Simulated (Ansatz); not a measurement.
AsF3, triplet, geometry from GFN2-xTB (a higher spin typed on purpose: for a closed-shell molecule this is an excited state), atoms displaced at random by about 0.1 Å a coordinate; Ansatz (a program for electronic structure) with PBE0/def2-SV(P).

Here is a job for Ansatz.
Ansatz 0.2 input:
```yaml
crystal:
  periodic: [false, false, false]
  atoms:
    - {symbol: F, position_ang: [-1.89373006, -0.77337836, 0.28805725]}
    - {symbol: As, position_ang: [-0.03689866, -0.15376801, 0.00358344]}
    - {symbol: F, position_ang: [2.02296677, 0.15053475, -0.11020282]}
    - {symbol: F, position_ang: [-0.47570390, 1.26351735, -0.48860871]}
basis:
  gaussian:
    orbitals: def2-SV_P_.json
hamiltonian:
  xc: pbe0
magnetization: {spin_polarized: true, initial_magnetization: 2}
relax: {max_displacement: 0.02}
```
The basis file holds def2-SV(P) in the JSON format of the Basis Set Exchange.

The log (banner, timings and long lists left out):

```
Functional definition: PBE0
743 factors; integrals over basis functions are off by at most 2.8e-4 eV
mean field evaluation 1: about -68955.1849 eV, gradient 3.5e1 eV
mean field evaluation 2: about -68941.0742 eV, gradient 7.3e1 eV
mean field evaluation 4: about -68959.4971 eV, gradient 6.8e0 eV
mean field evaluation 8: about -68959.6808 eV, gradient 1.4e-1 eV
mean field evaluation 16: about -68959.6810 eV, gradient 3.4e-4 eV
mean field -68959.68104207 eV, -2534.2215357453 hartree, gradient 3.6e-5 eV, S^2 2.018594; 0 other end points of the search recorded, 0 dependent functions left out
the calculation of the forces begins
reference -68959.68105723 eV, -2534.2215363027 hartree; 31, 29 occupied and 43, 45 virtual orbitals, 743 factors
relax step   1: F+E_penalty+E_count = -68959.68104207 eV  Δ(F+E_penalty+E_count) = +0.000e0 eV  max|allowed force component| = 6.755e0 eV/Å  Δτ_max = 0.0000 Å  (35 SCF iters, accepted)
these checks for a lower state are left out or cut short: starts, cluster_reference, orbital_swaps, neighbouring_geometries, increment
743 factors; integrals over basis functions are off by at most 2.7e-4 eV
mean field -68959.97757909 eV, -2534.2324332799 hartree, gradient 1.5e-5 eV, S^2 2.017812; 0 other end points of the search recorded, 0 dependent functions left out
the calculation of the forces begins
reference -68959.97759415 eV, -2534.2324338332 hartree; 31, 29 occupied and 43, 45 virtual orbitals, 743 factors
relax step   2: F+E_penalty+E_count = -68959.97757909 eV  Δ(F+E_penalty+E_count) = -2.965e-1 eV  max|allowed force component| = 4.466e0 eV/Å  Δτ_max = 0.0195 Å  (44 SCF iters, accepted)
these checks for a lower state are left out or cut short: starts, cluster_reference, orbital_swaps, neighbouring_geometries, increment
743 factors; integrals over basis functions are off by at most 2.7e-4 eV
mean field evaluation 32: about -68960.2077 eV, gradient 8.7e-5 eV
mean field -68960.20771912 eV, -2534.2408907702 hartree, gradient 1.4e-5 eV, S^2 2.016664; 0 other end points of the search recorded, 0 dependent functions left out
the calculation of the forces begins
reference -68960.20773407 eV, -2534.2408913194 hartree; 31, 29 occupied and 43, 45 virtual orbitals, 743 factors
relax step   3: F+E_penalty+E_count = -68960.20771912 eV  Δ(F+E_penalty+E_count) = -2.301e-1 eV  max|allowed force component| = 2.696e0 eV/Å  Δτ_max = 0.0195 Å  (42 SCF iters, accepted)
these checks for a lower state are left out or cut short: starts, cluster_reference, orbital_swaps, neighbouring_geometries, increment
743 factors; integrals over basis functions are off by at most 2.7e-4 eV
mean field -68960.35750148 eV, -2534.2463951701 hartree, gradient 1.8e-5 eV, S^2 2.015408; 0 other end points of the search recorded, 0 dependent functions left out
the calculation of the forces begins
reference -68960.35751636 eV, -2534.2463957170 hartree; 31, 29 occupied and 43, 45 virtual orbitals, 743 factors
relax step   4: F+E_penalty+E_count = -68960.35750148 eV  Δ(F+E_penalty+E_count) = -1.498e-1 eV  max|allowed force component| = 2.231e0 eV/Å  Δτ_max = 0.0191 Å  (41 SCF iters, accepted)
these checks for a lower state are left out or cut short: starts, cluster_reference, orbital_swaps, neighbouring_geometries, increment
743 factors; integrals over basis functions are off by at most 2.6e-4 eV
mean field -68960.46675280 eV, -2534.2504100823 hartree, gradient 1.9e-5 eV, S^2 2.014194; 0 other end points of the search recorded, 0 dependent functions left out
the calculation of the forces begins
reference -68960.46676766 eV, -2534.2504106283 hartree; 31, 29 occupied and 43, 45 virtual orbitals, 743 factors
relax step   5: F+E_penalty+E_count = -68960.46675280 eV  Δ(F+E_penalty+E_count) = -1.093e-1 eV  max|allowed force component| = 2.115e0 eV/Å  Δτ_max = 0.0195 Å  (40 SCF iters, accepted)
these checks for a lower state are left out or cut short: starts, cluster_reference, orbital_swaps, neighbouring_geometries, increment
[...]
relax step   6: F+E_penalty+E_count = -68960.55439699 eV  Δ(F+E_penalty+E_count) = -8.764e-2 eV  max|allowed force component| = 2.046e0 eV/Å  Δτ_max = 0.0196 Å  (39 SCF iters, accepted)
relax step   7: F+E_penalty+E_count = -68960.62780492 eV  Δ(F+E_penalty+E_count) = -7.341e-2 eV  max|allowed force component| = 1.966e0 eV/Å  Δτ_max = 0.0191 Å  (39 SCF iters, accepted)
relax step   8: F+E_penalty+E_count = -68960.69348232 eV  Δ(F+E_penalty+E_count) = -6.568e-2 eV  max|allowed force component| = 1.866e0 eV/Å  Δτ_max = 0.0192 Å  (38 SCF iters, accepted)
relax step   9: F+E_penalty+E_count = -68960.75283304 eV  Δ(F+E_penalty+E_count) = -5.935e-2 eV  max|allowed force component| = 1.737e0 eV/Å  Δτ_max = 0.0194 Å  (38 SCF iters, accepted)
relax step  10: F+E_penalty+E_count = -68960.80622208 eV  Δ(F+E_penalty+E_count) = -5.339e-2 eV  max|allowed force component| = 1.573e0 eV/Å  Δτ_max = 0.0195 Å  (38 SCF iters, accepted)
relax step  11: F+E_penalty+E_count = -68960.85369487 eV  Δ(F+E_penalty+E_count) = -4.747e-2 eV  max|allowed force component| = 1.377e0 eV/Å  Δτ_max = 0.0200 Å  (37 SCF iters, accepted)
relax step  12: F+E_penalty+E_count = -68960.89635613 eV  Δ(F+E_penalty+E_count) = -4.266e-2 eV  max|allowed force component| = 1.158e0 eV/Å  Δτ_max = 0.0200 Å  (36 SCF iters, accepted)
relax step  13: F+E_penalty+E_count = -68960.93165199 eV  Δ(F+E_penalty+E_count) = -3.530e-2 eV  max|allowed force component| = 9.182e-1 eV/Å  Δτ_max = 0.0200 Å  (36 SCF iters, accepted)
relax step  14: F+E_penalty+E_count = -68960.95872119 eV  Δ(F+E_penalty+E_count) = -2.707e-2 eV  max|allowed force component| = 6.713e-1 eV/Å  Δτ_max = 0.0200 Å  (35 SCF iters, accepted)
relax step  15: F+E_penalty+E_count = -68960.97739103 eV  Δ(F+E_penalty+E_count) = -1.867e-2 eV  max|allowed force component| = 4.318e-1 eV/Å  Δτ_max = 0.0200 Å  (35 SCF iters, accepted)
[...]
these checks for a lower state are left out or cut short: starts, cluster_reference, orbital_swaps, neighbouring_geometries, increment
743 factors; integrals over basis functions are off by at most 2.9e-4 eV
mean field -68960.98793071 eV, -2534.2695630173 hartree, gradient 2.7e-5 eV, S^2 2.006596; 0 other end points of the search recorded, 0 dependent functions left out
the calculation of the forces begins
reference -68960.98794623 eV, -2534.2695635874 hartree; 31, 29 occupied and 43, 45 virtual orbitals, 743 factors
relax step  16: F+E_penalty+E_count = -68960.98793071 eV  Δ(F+E_penalty+E_count) = -1.054e-2 eV  max|allowed force component| = 2.294e-1 eV/Å  Δτ_max = 0.0200 Å  (34 SCF iters, accepted)
these checks for a lower state are left out or cut short: starts, cluster_reference, orbital_swaps, neighbouring_geometries, increment
743 factors; integrals over basis functions are off by at most 2.9e-4 eV
mean field evaluation 128: about -68960.9833 eV, gradient 1.1e-2 eV
mean field -68960.99260225 eV, -2534.2697346929 hartree, gradient 2.3e-5 eV, S^2 2.006400; 0 other end points of the search recorded, 0 dependent functions left out
the calculation of the forces begins
reference -68960.99261789 eV, -2534.2697352678 hartree; 31, 29 occupied and 43, 45 virtual orbitals, 743 factors
relax step  17: F+E_penalty+E_count = -68960.99260225 eV  Δ(F+E_penalty+E_count) = -4.672e-3 eV  max|allowed force component| = 7.840e-2 eV/Å  Δτ_max = 0.0200 Å  (35 SCF iters, accepted)
these checks for a lower state are left out or cut short: starts, cluster_reference, orbital_swaps, neighbouring_geometries, increment
743 factors; integrals over basis functions are off by at most 2.9e-4 eV
mean field -68960.99342379 eV, -2534.2697648840 hartree, gradient 2.5e-5 eV, S^2 2.006305; 0 other end points of the search recorded, 0 dependent functions left out
the calculation of the forces begins
reference -68960.99343951 eV, -2534.2697654617 hartree; 31, 29 occupied and 43, 45 virtual orbitals, 743 factors
relax step  18: F+E_penalty+E_count = -68960.99342379 eV  Δ(F+E_penalty+E_count) = -8.215e-4 eV  max|allowed force component| = 1.392e-2 eV/Å  Δτ_max = 0.0132 Å  (34 SCF iters, accepted)
these checks for a lower state are left out or cut short: starts, cluster_reference, orbital_swaps, neighbouring_geometries, increment
743 factors; integrals over basis functions are off by at most 2.9e-4 eV
mean field -68960.99343036 eV, -2534.2697651255 hartree, gradient 5.5e-5 eV, S^2 2.006306; 0 other end points of the search recorded, 0 dependent functions left out
the calculation of the forces begins
reference -68960.99344608 eV, -2534.2697657034 hartree; 31, 29 occupied and 43, 45 virtual orbitals, 743 factors
relax step  19: F+E_penalty+E_count = -68960.99343036 eV  Δ(F+E_penalty+E_count) = -6.570e-6 eV  max|allowed force component| = 5.860e-4 eV/Å  Δτ_max = 0.0011 Å  (24 SCF iters, accepted)
743 factors; integrals over basis functions are off by at most 2.9e-4 eV
mean field evaluation 160: about -68960.9934 eV, gradient 4.6e-4 eV
mean field -68960.99343036 eV, -2534.2697651255 hartree, gradient 5.5e-5 eV, S^2 2.006306; 1 other end points of the search recorded, 0 dependent functions left out
the calculation of the forces begins
reference -68960.99344608 eV, -2534.2697657034 hartree; 31, 29 occupied and 43, 45 virtual orbitals, 743 factors
Total energy: -68960.99344608 eV, -2534.2697657034 hartree
Atom 0 at    -1.642843    -0.839416     0.299302 Å, force     0.000586     0.000249    -0.000124 eV/Å
Atom 1 at    -0.024375    -0.125316     0.012794 Å, force     0.000060    -0.000376     0.000194 eV/Å
Atom 2 at     1.760622     0.013026    -0.064896 Å, force    -0.000571    -0.000068     0.000010 eV/Å
Atom 3 at    -0.476770     1.438612    -0.554371 Å, force    -0.000075     0.000196    -0.000080 eV/Å
Dipole moment:     0.055629    -0.192262     0.069718 e Å
```
